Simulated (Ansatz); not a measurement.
Total energies of C$_{3}$H$_{10}$OSi, SMILES `CC[SiH2]CO`.

Cartesian coordinates in Å:
```
C 0.0037 -1.6927 -0.7494
C -0.8434 -0.9426 0.2751
Si -0.8551 0.9219 0.0346
C 0.9144 1.5914 0.1344
O 1.5830 1.1916 1.3274
H 1.0536 -1.3872 -0.7136
H -0.3470 -1.5071 -1.7679
H -0.0239 -2.7727 -0.5844
H -0.4999 -1.1585 1.2937
H -1.8804 -1.2931 0.2402
H -1.4210 1.2566 -1.3058
H -1.6964 1.5614 1.0833
H 1.4908 1.3138 -0.7599
H 0.8911 2.6844 0.1500
H 1.6305 0.2328 1.3424
```

The species carries charge 0 and has multiplicity 1. The geometry is a stationary point of PBE0-D4/def2-TZVP. It is one conformer, not always the lowest. Basis def2-TZVPP, the Gaussian-basis code of Ansatz.

RPA on PBE orbitals: Hartree–Fock energy of these orbitals -483.24387 Eh, correlation -1.52327 Eh (frozen core).

```csv
functional,kind,energy without D4 (Eh),D4 term (kJ/mol)
r2SCAN,meta-GGA,-484.99149,-7.5
CAM-B3LYP,range-separated hybrid,-485.04389,-24.6
```

(1) Give the same for LDA (SPW92), PBE, revPBE, BLYP, B97M-V, PBE0, B3LYP, r2SCANh, r2SCAN0, HSE06 (plane-wave form), BHLYP, LC-ωPBE, ωB97X-V, ωB97M-V, B2PLYP, PBE-QIDH. (Estimate.)

B3LYP takes the VWN-RPA correlation (the form of Gaussian; ORCA's B3LYP/G). HSE06 is the plane-wave form, built on full-range PBE exchange. The double hybrids freeze the cores in their second-order part.

Answers

(1) Computed: 
```tsv
functional	kind	energy without D4 (Eh)	D4 term (kJ/mol)
LDA (SPW92)	LDA	-482.27553	–
PBE	GGA	-484.72567	-28.8
revPBE	GGA	-485.00746	-90.3
BLYP	GGA	-485.03706	-63.0
B97M-V	meta-GGA with VV10	-485.03811	–
PBE0	global hybrid, 25 % exact exchange	-484.78022	-24.4
B3LYP	global hybrid, 20 %	-485.16553	-45.9
r2SCANh	meta-GGA hybrid, 10 %	-484.98181	-7.9
r2SCAN0	meta-GGA hybrid, 25 %	-484.96841	-8.7
HSE06 (plane-wave form)	screened hybrid	-484.76227	-22.7
BHLYP	global hybrid, 50 %	-485.01714	-33.5
LC-ωPBE	long-range corrected hybrid	-484.93182	–
ωB97X-V	range-separated hybrid GGA with VV10	-485.03080	–
ωB97M-V	range-separated hybrid meta-GGA with VV10	-485.01016	–
B2PLYP	double hybrid	-484.84383	–
PBE-QIDH	double hybrid	-484.67082	–
```

LC-ωPBE has ω = 0.4 bohr⁻¹.
